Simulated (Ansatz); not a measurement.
`F[SiH](F)[SiH2]Cl`, relaxed with RKS PBE0-D4/def2-TZVP in the Gaussian-basis code of Ansatz from a PBE-D4/def2-SVP geometry. The force threshold is 0.005 eV/Å; the program also tests the step.

The species carries charge 0 and has multiplicity 1.

Start:

```xyz
8

F    -0.350    0.889    2.065
Si    0.533   -0.033    1.048
F     0.530   -1.556    1.642
Si   -0.514   -0.087   -1.056
Cl   -0.383    1.842   -1.843
H     1.941    0.479    1.058
H     0.198   -1.037   -1.976
H    -1.954   -0.497   -0.939
```

**Question.** How much energy does the relaxation release, and in how many steps? (Best estimate.)

**Answer.** Ansatz gave: 0.08 eV, in 5 steps.

**Question.** Which bonds change most? (Best estimate.)

**Answer.** The calculation gave: Si2–F3 from 1.635 to 1.593 Å; F1–Si2 from 1.632 to 1.590 Å; Si4–Cl5 from 2.087 to 2.059 Å; Si4–H8 from 1.502 to 1.483 Å.

**Question.** Give the relaxed structure. (Best estimate.)

**Answer.** Ansatz gave: 
```xyz
8

F    -0.338    0.854    2.040
Si    0.525   -0.044    1.051
F     0.555   -1.518    1.653
Si   -0.515   -0.092   -1.052
Cl   -0.376    1.811   -1.828
H     1.910    0.480    1.056
H     0.185   -1.025   -1.970
H    -1.946   -0.465   -0.950
```
